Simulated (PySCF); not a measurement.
Method: PySCF energies plus ideal-gas RRHO corrections (1 bar). The comparison is the NASA 1993 polynomial table, which mixes measured and estimated data. All species are closed-shell singlets. Sr: scalar-relativistic def2 core potential, no spin-orbit coupling. The harmonic model lacks anharmonicity and excited electronic states, which grow with temperature; levels with a mode under 35 cm⁻¹ are left out. Soft modes under 120 cm⁻¹ make the harmonic entropy rough for SrCl2. The table's entry may be an old estimate for SrCl2 (not checked at source).

Harmonic frequencies at PBE/def2-SVP (cm⁻¹): 46, 282, 335. Point group C2v; S°(298 K) = 311.6 J/mol/K at this level.

**Question.** Work out Cp and S° of gaseous SrCl2 at 500, 800, 1200, 1600, 2000 K from these, and set them beside the table.

**Answer.** 
```json
[
 {"T (K)": "500", "Cp PBE/def2-SVP": "57.1", "Cp table": "57.3", "S° PBE/def2-SVP": "340.8", "S° table": "345.6"},
 {"T (K)": "800", "Cp PBE/def2-SVP": "57.8", "Cp table": "57.8", "S° PBE/def2-SVP": "367.8", "S° table": "372.7"},
 {"T (K)": "1200", "Cp PBE/def2-SVP": "58.0", "Cp table": "58.0", "S° PBE/def2-SVP": "391.3", "S° table": "396.2"},
 {"T (K)": "1600", "Cp PBE/def2-SVP": "58.1", "Cp table": "58.1", "S° PBE/def2-SVP": "408.0", "S° table": "412.9"},
 {"T (K)": "2000", "Cp PBE/def2-SVP": "58.1", "Cp table": "58.1", "S° PBE/def2-SVP": "421.0", "S° table": "425.9"}
]
```
Units J/mol/K.
